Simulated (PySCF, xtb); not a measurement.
Potential energy curve for SMILES CI. The C1–I5 bond (C1 also carries H, H, H; I5 carries nothing else) is stretched with both fragments frozen at the PBE0/def2-TZVP, def2 effective core potentials past Kr optimised geometry. Each curve is given relative to its own lowest point near equilibrium.

| R / Å | A | B | C | D |
|---|---|---|---|---|
| 1.59 | 142.1 | 136.3 | 213.2 | 143.8 |
| 1.72 | 66.5 | 64.0 | 95.6 | 70.6 |
| 1.79 | 41.4 | 40.0 | 58.9 | 45.6 |
| 1.91 | 15.1 | 14.9 | 21.9 | 18.5 |
| 2.01 | 4.4 | 4.5 | 6.9 | 6.6 |
| 2.04 | 2.6 | 2.7 | 4.3 | 4.4 |
| 2.13 | 0.0 | 0.1 | 0.3 | 0.6 |
| 2.18 | 0.1 | 0.0 | 0.0 | 0.0 |
| 2.24 | 1.2 | 0.9 | 1.0 | 0.3 |
| 2.32 | 4.0 | 3.3 | 4.1 | 2.2 |
| 2.48 | 12.7 | 10.9 | 14.2 | 8.9 |
| 2.66 | 21.1 | 21.4 | 28.5 | 18.8 |
| 2.84 | 26.4 | 32.3 | 43.1 | 29.3 |
| 3.16 | 31.4 | 48.6 | 65.2 | 45.2 |
| 3.53 | 34.0 | 58.2 | 81.9 | 54.6 |
| 3.87 | 35.1 | 62.5 | 90.4 | 58.8 |
| 4.26 | 35.7 | 64.9 | — | 61.2 |
| 4.71 | 36.0 | 66.1 | — | 62.5 |
| 5.20 | 36.1 | 66.7 | — | 63.0 |
| 5.80 | 36.2 | 67.0 | — | 63.3 |
| 6.34 | 36.3 | 67.1 | — | 63.3 |
| 7.48 | 36.3 | 67.1 | — | 63.4 |

Energies in kcal/mol.

**Question.** Assign the columns to these levels of theory: GFN1-xTB run with xtb; UHF/def2-SVP, def2 effective core potentials past Kr (PySCF 2.14.0); unrestricted B3LYP/LANL2DZ, with its core potentials past Ne (PySCF); unrestricted TPSSh/def2-SVP, def2 effective core potentials past Kr (PySCF).

**Answer.** A is UHF; B is UKS-TPSSh; C is GFN1-xTB; D is UKS-B3LYP/LANL2DZ.

A dash means that the run gave no value there, or that the column was ended at a point which the program doubted or which failed a test of continuity chosen for this set; such a test can also cut sound points.

The unrestricted determinant behind UKS-TPSSh, UKS-B3LYP/LANL2DZ is spin-contaminated at 3.16 to 7.48 Å (<S²> up to 1.0, against 0.00 for a pure singlet). The unrestricted determinant behind UHF is spin-contaminated at 2.48 to 7.48 Å (<S²> up to 1.0, against 0.00 for a pure singlet).
